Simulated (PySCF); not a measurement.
OP, SMILES O=[P], multiplicity 2. Atoms are numbered in the order given.

```xyz
2

P      0.0000     0.0000    -0.5205
O      0.0000     0.0000     0.9759
```
Charge 0, spin multiplicity 2.

The structure is a stationary point at PBE-D3(BJ)/def2-TZVPD.

All values below come from PBE-D3(BJ)/def2-TZVPD (PySCF).

Frequencies are harmonic and unscaled.

Estimate the vibrational spectrum. (An estimate is asked for; the answer gives what the named calculation found.)


| mode | ν (cm⁻¹) | IR (km/mol) | moving atoms (share of kinetic energy) |
|---|---|---|---|
| 1 | 1199 | 44.0 | O 66 %, P 34 % |
